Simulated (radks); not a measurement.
Question: The mean radii <r> (bohr) of the occupied orbitals of an atom or ion are listed with their occupations. Calculated with a radial shooting solver on a logarithmic mesh with Libxc functionals: Dirac Kohn-Sham, AM05, spin-unpolarised, spherical densities, finite nucleus; Fermi nuclear charge, rms radius of each element as measured or else 0.836 A^(1/3) + 0.57 fm.

orbital  occ.      <r>
1s1/2       2  0.01836
2s1/2       2  0.07699
2p1/2       2  0.06368
2p3/2       4  0.07163
3s1/2       2   0.2007
3p1/2       2   0.1907
3p3/2       4   0.2054
3d3/2       4   0.1797
3d5/2       6   0.1842
4s1/2       2   0.4497
4p1/2       2   0.4547
4p3/2       4   0.4882
4d3/2       4   0.5049
4d5/2       6   0.5164
5s1/2       2    1.059
5p1/2       2    1.157
5p3/2       4    1.250
4f5/2       6   0.6000
4f7/2       8   0.6092
5d3/2     0.8    1.635
5d5/2     1.2    1.673

Name the element and its charge. Open shells, if any, are shared by 2j + 1.

Answer: Z = 74, tungsten, charge +4: W4+ in [Xe] 4f14 5d2. The 1s radius gives Z: for a bare nucleus <r> = (2 gamma + 1)/(2Z) with gamma = sqrt(1 - (Z/c)^2), 0.01813 bohr for Z = 74, and screening makes it slightly larger (0.01836 here). The occupations add up to 70, and the charge is Z minus that.
